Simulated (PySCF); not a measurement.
Static response to an electric field

C₆H₁₀OSi.
SMILES with atom numbers: `[CH2:1]=[CH:2][SiH2:3][O:4][C:5]1=[CH:6][CH2:7][CH2:8]1` (hydrogens: H9, H10 on C1; H11 on C2; H12, H13 on Si3; H14 on C6; H15, H16 on C7; H17, H18 on C8)

Geometry (GFN2-xTB, Å), atoms numbered from 1 in this order:
```
atom  x, y, z in Å
C1     4.0699    0.1627   -0.1723
C2     2.8299   -0.0827    0.2161
Si3    1.3192    0.3277   -0.8148
O4     0.1261   -0.2338    0.1479
C5    -1.1963   -0.2505   -0.0184
C6    -2.2192   -0.7159    0.6992
C7    -3.2453   -0.2610   -0.3090
C8    -2.0510    0.2794   -1.1377
H9     4.2807    0.6226   -1.1241
H10    4.9311   -0.0797    0.4316
H11    2.6717   -0.5478    1.1819
H12    1.3018   -0.3602   -2.1114
H13    1.1587    1.7675   -1.0521
H14   -2.3163   -1.2251    1.6384
H15   -3.9369    0.5030    0.0428
H16   -3.8074   -1.0590   -0.7919
H17   -2.0259    1.3602   -1.2648
H18   -1.8993   -0.2011   -2.1026
```

Level: CAM-B3LYP/def2-SVPD (PySCF), static field, nuclei fixed, core orbitals frozen in the response. The polarisability tensor in these axes (au):

```
x   132.80   6.30  -4.38
y     6.30  76.68  -7.84
z    -4.38  -7.84  86.75
```

Task: Give the principal values, the mean and the anisotropy Δα = √{½[(α1 − α2)² + (α2 − α3)² + (α1 − α3)²]}.

Result: Principal values 72.20, 89.95 and 134.09 au; mean 98.75 au = 14.63 Å³ = 16.28 × 10⁻⁴⁰ C²·m²/J; Δα = 55.20 au (56 % of the mean).

Task: What is the dipole moment, and where does it point?

Result: (0.57, 0.38, -0.68) D, 0.96 D in size, pointing from the negative to the positive side. Measured along this direction, the outermost atoms are H14 at the negative end and H9 at the positive end.

Task: What are the principal values of the traceless quadrupole moment, Θ = ½Σq(3rr − r²1), about the centre of nuclear charge?

Result: -5.38, -0.47, 5.84 D·Å. The values depend on the origin, since the dipole doesn't vanish. The electronic extent ⟨r²⟩ about the same centre is 1701 bohr², a root-mean-square distance of 2.65 Å for the 68 electrons.

Task: What molar refraction does this α imply?

Result: Lorentz–Lorenz: R = (4π/3)N_A α = 2.5225 cm³/(mol·Å³) × 14.63 Å³ = 36.9 cm³/mol, in the limit of long wavelengths.

Task: Rayleigh depolarisation ratio (linearly polarised light, static tensor)?

Result: ρ = 3Δα²/(45ᾱ² + 4Δα²) = 9140.3/(438776 + 12187.1) = 0.0203.

Task: Along which axes do the principal values lie, and how far do the nuclei extend along each?

Result: Largest value along (0.99, 0.12, -0.11), where the nuclei span 8.63 Å; middle along (0.16, -0.45, 0.88), 3.76 Å; least along (-0.06, 0.89, 0.46), 2.38 Å. The response follows the extents in order.

Task: What would n − 1 = 2πNα be for an ideal gas of these molecules at 273.15 K and 1 atm, electronic part alone?

Result: N = p/kT = 2.6868 × 10¹⁹ cm⁻³, so n − 1 = 2π × N × 14.63 × 10⁻²⁴ cm³ = 2470 × 10⁻⁶ at long wavelengths.

Geometry: GFN2-xTB, one conformer, isolated molecule.

These values come from a run that also computed excited states. Time: 2.2 min (grids of density and orbitals included); peak memory 1.1 GiB. Hardware: Arm Neoverse N1, one thread (shared host).
